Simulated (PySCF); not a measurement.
**Ionisation energy of In⁴⁴⁺ by level of theory**

In⁴⁴⁺ [He] 2s2 2p1 [2p1/2^1, M_J = 1/2] → In⁴⁵⁺ [He] 2s2, as a difference of total energies. Calculation: PySCF 2.14, in an even-tempered Gaussian basis (17 s from 23 bohr⁻², ratio 2.4; 12 p from 30 bohr⁻², ratio 2.4; 5 d from 98 bohr⁻², ratio 2.6; 4 f from 150 bohr⁻², ratio 2.6); the two-component X2C-1e Hamiltonian. Correlated levels: nothing frozen; the 32 highest virtual spinors dropped. "Screened" scales the spin-orbit matrix elements by Boettger's factors to mimic the two-electron term; Breit and QED terms are absent.

```tsv
method	ionisation energy (eV)
GHF (spin-free)	7290.0
GMP2 (spin-free)	7289.2
GHF (screened spin-orbit)	7454.5
GMP2 (screened spin-orbit)	7452.9
```

For this ion Breit and QED terms and the two-electron picture change, all absent here, outweigh the correlation shift from GHF to GMP2.

The spin-free rows lack the spin-orbit shift.

For comparison: 7442 ± 6 eV (semi-empirical (NIST evaluation); NIST Atomic Spectra Database, ionization energies).
